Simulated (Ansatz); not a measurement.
C6H14, charge -1, doublet, at the geometry of the source list (a state made from the parent by changing its charge; the spin is typed, not shown lowest) (a gas-phase anion, which may not be bound at this level); CCSD(T)/STO-3G in Ansatz (a quantum-chemistry and plane-wave program).

Ansatz was given this input:
Ansatz 0.2 input:
```yaml
crystal:
  periodic: [false, false, false]
  atoms:
    - {symbol: C, position_ang: [2.83340000, 0.85030000, -0.34240000]}
    - {symbol: C, position_ang: [1.82880000, 0.00110000, 0.42560000]}
    - {symbol: C, position_ang: [0.44440000, 0.03160000, -0.21760000]}
    - {symbol: C, position_ang: [-0.56010000, -0.81700000, 0.55810000]}
    - {symbol: C, position_ang: [-1.93330000, -0.90240000, -0.10840000]}
    - {symbol: C, position_ang: [-2.66640000, 0.43210000, -0.15860000]}
    - {symbol: H, position_ang: [2.93620000, 0.49080000, -1.36410000]}
    - {symbol: H, position_ang: [2.50950000, 1.88830000, -0.37790000]}
    - {symbol: H, position_ang: [3.81090000, 0.81330000, 0.13320000]}
    - {symbol: H, position_ang: [2.18440000, -1.03130000, 0.46810000]}
    - {symbol: H, position_ang: [1.75560000, 0.36640000, 1.45290000]}
    - {symbol: H, position_ang: [0.09860000, 1.06580000, -0.26140000]}
    - {symbol: H, position_ang: [0.51550000, -0.34040000, -1.24290000]}
    - {symbol: H, position_ang: [-0.67420000, -0.40920000, 1.56570000]}
    - {symbol: H, position_ang: [-0.15880000, -1.82930000, 0.65710000]}
    - {symbol: H, position_ang: [-1.81730000, -1.29070000, -1.12340000]}
    - {symbol: H, position_ang: [-2.54310000, -1.61770000, 0.44960000]}
    - {symbol: H, position_ang: [-2.74670000, 0.86090000, 0.83800000]}
    - {symbol: H, position_ang: [-3.67090000, 0.29620000, -0.55390000]}
    - {symbol: H, position_ang: [-2.14660000, 1.14120000, -0.79750000]}
basis:
  gaussian:
    orbitals: STO-3G
total_charge: -1
magnetization: {spin_polarized: true, initial_magnetization: 1}
correlation: {method: ccsd_t, electrons: all}
```

It wrote (shortened):

```
Functional definition: HF
627 factors; integrals over basis functions are off by at most 3.8e-5 eV
mean field evaluation 1: about -6312.5294 eV, gradient 1.3e1 eV
mean field evaluation 2: about -6313.0526 eV, gradient 1.2e1 eV
mean field evaluation 4: about -6314.7601 eV, gradient 1.7e0 eV
mean field evaluation 8: about -6314.9745 eV, gradient 2.5e-1 eV
mean field evaluation 16: about -6314.9851 eV, gradient 2.0e-6 eV
mean field evaluation 32: about -6314.9850 eV, gradient 1.4e-2 eV
mean field evaluation 64: about -6314.6947 eV, gradient 5.3e0 eV
mean field evaluation 96: about -6314.1803 eV, gradient 3.4e-1 eV
mean field evaluation 128: about -6314.1870 eV, gradient 1.1e-1 eV
mean field evaluation 160: about -6314.1764 eV, gradient 8.3e-1 eV
mean field evaluation 192: about -6313.2371 eV, gradient 2.4e0 eV
mean field -6314.98505068 eV, -232.0714201617 hartree, gradient 2.0e-6 eV, S^2 0.763117; 7 other end points of the search recorded, 0 dependent functions left out
determinant -6314.98505068 eV, -232.0714201617 hartree, with singles and doubles -6326.56026533 eV, -232.4968014543 hartree
determinant -6314.18769141 eV, -232.0421177492 hartree, with singles and doubles -6325.92472393 eV, -232.4734457385 hartree
reference -6314.98505068 eV, -232.0714201617 hartree; 26, 25 occupied and 18, 19 virtual orbitals, 627 factors
second order -8.85058814 eV of doubles, -0.00000000 eV of singles
cycle   1  -11.57428552 eV  change    9.3e-4 eV  update   2.0e-3
cycle   2  -11.57310267 eV  change    1.2e-3 eV  update   1.7e-3
cycle   3  -11.57268603 eV  change    4.2e-4 eV  update   1.1e-3
cycle   4  -11.57339287 eV  change   -7.1e-4 eV  update   8.2e-4
cycle   5  -11.57449961 eV  change   -1.1e-3 eV  update   5.9e-4
cycle   6  -11.57532467 eV  change   -8.3e-4 eV  update   4.7e-4
cycle   7  -11.57434371 eV  change    9.8e-4 eV  update   2.7e-4
cycle   8  -11.57386289 eV  change    4.8e-4 eV  update   1.6e-4
cycle   9  -11.57393213 eV  change   -6.9e-5 eV  update   1.2e-4
cycle  10  -11.57419447 eV  change   -2.6e-4 eV  update   6.2e-5
cycle  11  -11.57422101 eV  change   -2.7e-5 eV  update   3.5e-5
perturbative correction -0.13319552 eV, -0.0048948450 hartree
Total energy: -6326.69246721 eV, -232.5016597837 hartree
```
